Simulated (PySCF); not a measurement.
Species, as SMILES: F[C]F (closed-shell singlet).
Geometry (B3LYP-D3(BJ)/def2-TZVP, fixed):
```xyz
3

F     -1.0201    -0.2528     0.0305
C     -0.0313     0.5961     0.0011
F      1.0410    -0.1446    -0.0312
```
Charge 0, spin multiplicity 1.

Basis-set convergence of the isotropic shielding of F1 at PBE with PySCF. GIAO, no density fitting; atoms are numbered in the order shown. All functions are spherical. No added dispersion term, no relativity. Reference: the value in pcseg-3, -98.40 ppm, itself unsure by roughly 0.95 ppm (its distance from pcSseg-2). Deviations are taken from unrounded values.

```json
[
 {"basis": "cc-pVDZ", "functions": "42", "isotropic shielding of F1 (ppm)": "-69.22"},
 {"basis": "aug-cc-pVDZ", "functions": "69", "isotropic shielding of F1 (ppm)": "-58.04"},
 {"basis": "def2-SVP", "functions": "42", "isotropic shielding of F1 (ppm)": "-68.61"},
 {"basis": "def2-SVPD", "functions": "66", "isotropic shielding of F1 (ppm)": "-54.97"},
 {"basis": "pcseg-1", "functions": "42", "isotropic shielding of F1 (ppm)": "-73.91"},
 {"basis": "aug-pcseg-1", "functions": "69", "isotropic shielding of F1 (ppm)": "-68.81"},
 {"basis": "6-311G**", "functions": "54", "isotropic shielding of F1 (ppm)": "-99.41"},
 {"basis": "6-311+G**", "functions": "66", "isotropic shielding of F1 (ppm)": "-90.56"},
 {"basis": "cc-pVTZ", "functions": "90", "isotropic shielding of F1 (ppm)": "-87.33"},
 {"basis": "aug-cc-pVTZ", "functions": "138", "isotropic shielding of F1 (ppm)": "-79.82"},
 {"basis": "pcseg-2", "functions": "90", "isotropic shielding of F1 (ppm)": "-96.39"},
 {"basis": "aug-pcseg-2", "functions": "138", "isotropic shielding of F1 (ppm)": "-94.12"},
 {"basis": "def2-TZVPP", "functions": "93", "isotropic shielding of F1 (ppm)": "-90.51"},
 {"basis": "def2-TZVPPD", "functions": "117", "isotropic shielding of F1 (ppm)": "-87.30"},
 {"basis": "def2-QZVPP", "functions": "171", "isotropic shielding of F1 (ppm)": "-91.60"},
 {"basis": "def2-QZVPPD", "functions": "195", "isotropic shielding of F1 (ppm)": "-91.54"}
]
```

What the diffuse functions change, pair by pair:
- cc-pVDZ to aug-cc-pVDZ: 27 more functions, deviation 29.18 to 40.37 ppm
- def2-SVP to def2-SVPD: 24 more functions, deviation 29.79 to 43.44 ppm
- pcseg-1 to aug-pcseg-1: 27 more functions, deviation 24.49 to 29.59 ppm
- 6-311G** to 6-311+G**: 12 more functions, deviation -1.01 to 7.84 ppm
- cc-pVTZ to aug-cc-pVTZ: 48 more functions, deviation 11.07 to 18.58 ppm
- pcseg-2 to aug-pcseg-2: 48 more functions, deviation 2.01 to 4.29 ppm
- def2-TZVPP to def2-TZVPPD: 24 more functions, deviation 7.89 to 11.10 ppm
- def2-QZVPP to def2-QZVPPD: 24 more functions, deviation 6.80 to 6.87 ppm

They bring the value nearer the reference by more than 0.95 ppm in 0 of 8 pairs.
